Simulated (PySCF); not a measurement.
Spin states and ions at one geometry of PbI2

PySCF 2.14.0, RKS TPSS, Pb def2-SVP with ECP60, I def2-SVP with ECP28; non-relativistic Hamiltonian with scalar-relativistic core potentials where named; density fitting; no spin-orbit coupling; singlets restricted, open shells unrestricted. The geometry is relaxed for charge 0, singlet, vacuum:

```xyz
3

Pb    1.1194    0.0421    0.0000
I    -0.6395   -0.0241    2.2442
I    -0.6395   -0.0241   -2.2442
```

Energies count from the relaxed state; an electron taken off or put on is at rest in vacuum. Charges and spins are Mulliken's.

```tsv
state	energy (eV)	spin squared	charge on Pb1 (e)	spin on Pb1 (e)	dipole about the centre of mass (D)
charge 0, singlet, vacuum	0.00	0.00	0.54	0.00	3.73
charge 0, triplet, vacuum	2.49	2.00	0.21	1.10	1.31
charge +1, doublet, vacuum	8.80	0.75	0.74	-0.06	2.06
```

Problem. What does the state charge -1, doublet, vacuum give?

Solution. energy (eV) -1.55, spin squared 0.75, charge on Pb1 (e) -0.01, spin on Pb1 (e) 0.97, dipole about the centre of mass (D) 2.72.

With an electron taken off (doublet) the charges change, summed by element, by Pb +0.20 e, I +0.80 e. The vertical ionisation energy is 8.80 eV, against −ε(HOMO) = 6.23 eV of the relaxed state. The level lies 2.6 eV too high, as is usual for semilocal functionals and global hybrids, which keep a self-interaction error.

With an electron put on (doublet) the charges change, summed by element, by Pb -0.55 e, I -0.45 e. The vertical electron affinity is 1.55 eV, against −ε(LUMO) = 3.87 eV of the relaxed state. The basis has no diffuse functions, which an added electron needs. The added electron's level lies above zero.

Open shells may have lower solutions than those found. Hard to converge, so the more doubtful: charge +1, doublet, vacuum.

No frequency check is given that shows the relaxed geometry to be a minimum.
